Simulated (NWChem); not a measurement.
Species: CH₄N₂OZn; SMILES [OH][Zn]1[NH]C=[NH]->1

```xyz
9

Zn    -0.0100    -0.5151     0.0000
O     -0.0928    -2.3193     0.0000
H      0.8095    -2.6888     0.0000
C     -0.0148     1.9189     0.0000
N     -1.1242     1.1883     0.0000
N      1.1104     1.2138     0.0000
H     -0.0285     3.0321     0.0000
H     -2.0257     1.6663     0.0000
H      1.9975     1.7191     0.0000
```
Atoms are numbered in this order, from 1.

Program: NWChem. Pople sets run with spherical d functions. The geometry was optimised at PBE-D3(BJ)/def2-SVP. No frequency run checked for a minimum. Vzz is the largest principal value of the second derivative of the potential at the nucleus (NWChem prints the opposite sign); η is the asymmetry. Non-relativistic.

For level CAM-B3LYP/6-31G*:

```
Item            Result
--------------  ------
Vzz Zn1 (a.u.)   0.900
η Zn1             0.97
Vzz O2 (a.u.)    1.319
Vzz N6 (a.u.)    0.530
```

Problem. What are these values for level PBE/6-31G*?

Solution. The vzz Zn1 (a.u.) is 0.733 and the η Zn1 is 0.77. The vzz O2 (a.u.) is 1.240. The vzz N6 (a.u.) is 0.503.
